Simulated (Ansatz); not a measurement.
Reaction (ligand exchange at the In–C bond): `N#[C][In]([F])[Cl]` + CH₃OH → `C[O][In]([F])[Cl]` + `C#N`

Isolated molecules relaxed with PBE0-D4/def2-TZVP in Ansatz; ΔE leaves out vibrations. CCSD(T)/CBS adds triple-zeta CCSD(T) − MP2 to the extrapolated MP2 energy (def2 sets, frozen cores). This one scheme is used for every species. Functionals use def2-TZVPP. Elements past krypton have def2 core potentials. For In outer-core shells are correlated without core-valence functions, which leaves a few kJ/mol of doubt a bond. Each species was taken in one conformer, which may not be the lowest.

`N#[C][In]([F])[Cl]`:

```xyz
5

N    -2.493    0.530   -0.604
C    -1.392    0.324   -0.335
In    0.591   -0.087    0.146
F     1.752    1.390    0.560
Cl    1.542   -2.157    0.233
```

CH₃OH:

```xyz
6

C    -0.234   -0.188    0.191
O     0.386    0.315   -0.970
H    -1.049   -0.835   -0.136
H    -0.661    0.607    0.815
H     0.451   -0.787    0.805
H     1.107    0.890   -0.706
```

`C[O][In]([F])[Cl]`:

Z-matrix (Å, degrees):
```
C
O 1 1.414
H 1 1.095 2 113.5
H 1 1.094 2 107.7 3 119.6
H 1 1.096 2 111.2 3 -122.1
In 2 1.955 1 121.3 3 34.3
Cl 6 2.284 2 126.0 1 175.6
F 6 1.940 2 115.3 1 -6.0
```

`C#N`:

```xyz
3

C    -0.013    0.006    0.021
N     0.561   -0.251   -0.936
H    -0.548    0.245    0.915
```

**Question.** Is it downhill or uphill in electronic energy at CCSD(T)/CBS, and by how much? (Best estimate.)

**Answer.** Computed: Uphill: ΔE = +5.0 kJ/mol.

**Question.** What do these levels give: r2SCAN-D4, revPBE, BLYP, r2SCAN, CCSD(T)/def2-TZVPP, SCS-MP2/def2-QZVPP? (Best estimate.)

**Answer.** Computed: r2SCAN-D4 3.2, revPBE 6.4, BLYP -1.4, r2SCAN 3.6, CCSD(T)/def2-TZVPP 12.2, SCS-MP2/def2-QZVPP 6.6 kJ/mol.

Largest T1 diagnostic among the species: 0.016.

From BLYP to BHLYP (50 % exact exchange), in def2-TZVPP and without D4, ΔE moves by +14.3 kJ/mol. In def2-TZVPP, CCSD(T) changes the Hartree–Fock value by −8.5 kJ/mol (the triples alone add −2.1 kJ/mol) and MP2 by −10.0 kJ/mol.
